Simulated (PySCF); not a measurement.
Species: C₇H₁₁OPS.
SMILES with atom numbers: `[CH3:1][O:2][c:3]1[s:4][cH:5][p:6][c:7]1[CH:8]([CH3:9])[CH3:10]`

Geometry (GFN2-xTB, Å), atoms numbered from 1 in this order:
```xyz
21
C7H11OPS angstrom
C      2.865   -1.424    0.271
O      1.493   -1.116    0.237
C      1.148    0.143   -0.111
S      2.362    1.338   -0.456
C      1.227    2.587   -0.776
P     -0.430    2.233   -0.655
C     -0.154    0.538   -0.210
C     -1.279   -0.414    0.107
C     -1.588   -0.355    1.604
C     -2.521   -0.079   -0.711
H      2.931   -2.473    0.553
H      3.331   -1.275   -0.709
H      3.390   -0.810    1.011
H      1.639    3.543   -1.043
H     -0.941   -1.427   -0.140
H     -2.399   -1.035    1.851
H     -0.711   -0.636    2.183
H     -1.882    0.656    1.883
H     -3.310   -0.803   -0.518
H     -2.293   -0.086   -1.775
H     -2.886    0.912   -0.442
```

Probes without a nucleus sit at each ring's centroid and 1 Å off its mean plane on both sides; NICS is minus the shielding there, NICSzz its component along the normal. Level: GIAO PBE0/pcSseg-1 (PySCF, non-relativistic, gas phase) on the GFN2-xTB geometry, one conformer.

Ring bond lengths (Å), with Mayer bond orders in brackets: C3–S4 1.738 (1.13), S4–C5 1.717 (1.14), C5–P6 1.699 (1.47), P6–C7 1.774 (1.14), C7–C3 1.364 (1.53).

Problem. What do the NICS probes read (ppm)?

Solution. 
```
          ring                                                     type  NICS(0)  NICS(1), two faces  NICS(1)zz, two faces  rms pucker (Å)  centre to ring atoms, mean (Å)
C3–S4–C5–P6–C7  5-membered ring with P and S; formal bonds all aromatic    -11.3       -10.5 / -10.4         -22.2 / -21.6            0.00                            1.40
```

Problem. What can be read from them?

Solution. 
- C3–S4–C5–P6–C7: mean NICS(1)zz -21.9 ppm, shielded.

Problem. What does the geometric index give? Use HOMA with the parameters of Krygowski (1993).

Solution. 
- C3–S4–C5–P6–C7: HOMA 0.73; the largest term is that of P6–C7, α(R − Ropt)² = 0.69.

Problem. At the second NICS(1) probe listed for ring C3–S4–C5–P6–C7, 1 Å off the ring, how large is the induced field along the normal in 14.1 T applied along it?

Solution. NICSzz × B0 = -21.6 ppm × 14.1 T = -305 μT, against the applied field.

Problem. Give the inner angles of the rings and the Hirshfeld charges of the ring atoms.

Solution. 
- C3–S4–C5–P6–C7: C3 116.9° (+0.045 e), S4 94.3° (+0.101 e), C5 118.7° (-0.161 e), P6 93.7° (+0.074 e), C7 116.3° (-0.092 e); sum 540.0° against 540° for a flat convex ring.

Problem. How shielded are the nuclei of the rings and their hydrogens (means over atoms taken as equivalent)?

Solution. 
| atoms | environment | σ isotropic (ppm) |
| --- | --- | --- |
| C3 | aromatic carbon bearing oxygen | 11.1 |
| S4 | thiophene-type sulfur | 226.4 |
| C5 | aromatic CH next to a ring sulfur | 37.0 |
| P6 | phosphorus bonded to 2 C | 83.7 |
| C7 | substituted aromatic carbon | 32.0 |
| H14 | aromatic hydrogen | 23.90 |
